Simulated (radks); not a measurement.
Spherical quantum dot in the effective-mass picture: electrons in a well V = -V0 / (1 + exp((r - R)/a)) with V0 = 2.05, R = 13.7, a = 0.96, with a point charge +1 (a donor) at the centre, all in effective atomic units (hartree* = m*/eps^2 hartree, bohr* = eps/m* bohr), one dielectric constant everywhere. Method: non-relativistic Kohn-Sham, LDA (Slater exchange, Perdew-Wang correlation), spin-polarised, spherical densities; computed with a radial shooting solver with Libxc functionals. Levels are named by radial order and angular momentum (1s, 1p, 1d, 2s, ...), and open shells are averaged over m. Results are scaled to m* = 0.192 and eps = 13.8, for which hartree* = 27.43 meV and bohr* = 3.803 nm.

N = 6, configuration 1s2 1p(up 3, down 0) 2s(up 1, down 0). This is the lowest configuration that the search found (a dilute case). Occupied and some empty levels:

level    occupation  eigenvalue (meV)  <r> (nm)
1s up             1           -43.657     9.979
2s up             1           -42.442     29.23
1s down           1           -42.438     20.96
1p up             3           -42.200     32.22
1p down           0           -41.614     32.22
2s down           0           -41.418     20.02
1d up             0           -41.347     33.44
1d down           0           -40.759     33.55
1f up             0           -40.196     34.53
1f down           0           -39.615     34.70
1g up             0           -38.781     35.52
1g down           0           -38.213     35.72
2p up             0           -37.953     25.93
2p down           0           -37.557     25.93

Energy (meV): total -315.762, kinetic 19.568, external -381.11, Hartree 67.203, exchange-correlation -21.426.
